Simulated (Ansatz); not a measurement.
Start from `[GaH2][SiH2][SnH3]` and change one atom or group to get `F[SiH2][GaH2]`.

Ansatz, PBE0-D4/def2-TZVP geometries, multiplicity 1. 

Elements past krypton have def2 core potentials. Scalar relativity is left out up to krypton.

```tsv
property	`[GaH2][SiH2][SnH3]`
HOMO energy (B3LYP/def2-TZVPP) / eV	-7.20
ideal-gas entropy at 298 K and 1 bar (rigid rotor, harmonic PBE0-D4/def2-TZVP) / J/(mol·K)	395
size of the dipole moment (PBE/def2-TZVPP) / D	0.38
zero-point energy (PBE0-D4/def2-TZVP) / kJ/mol	132.0
LUMO energy (B3LYP/def2-TZVPP) / eV	-2.51
LUMO energy (ωB97M-V/def2-TZVPP) / eV	-0.59
```

Q: What does the change do to each property? (Best estimate.)

A: Ansatz gave: 
```tsv
property	`F[SiH2][GaH2]`	shift
HOMO energy (B3LYP/def2-TZVPP) / eV	-7.50	-0.30
ideal-gas entropy at 298 K and 1 bar (rigid rotor, harmonic PBE0-D4/def2-TZVP) / J/(mol·K)	324	-71
size of the dipole moment (PBE/def2-TZVPP) / D	1.13	0.75
zero-point energy (PBE0-D4/def2-TZVP) / kJ/mol	86.0	-46.0
LUMO energy (B3LYP/def2-TZVPP) / eV	-2.57	-0.06
LUMO energy (ωB97M-V/def2-TZVPP) / eV	-0.57	0.02
```

With PBE0 the HOMO falls by 0.30 eV and the LUMO falls by 0.05 eV, so the gap widens by about 0.25 eV. PBE moves the HOMO by -0.15 eV and ωB97M-V by -0.41 eV. The zero-point energy changes by -46.0 kJ/mol with -9 modes. Dipoles are sizes alone; their direction can turn. Modes under 60 cm⁻¹, often nearly free rotors, make the harmonic entropy too high.

B3LYP here is the variant with VWN-RPA as its local correlation; programs differ in this.
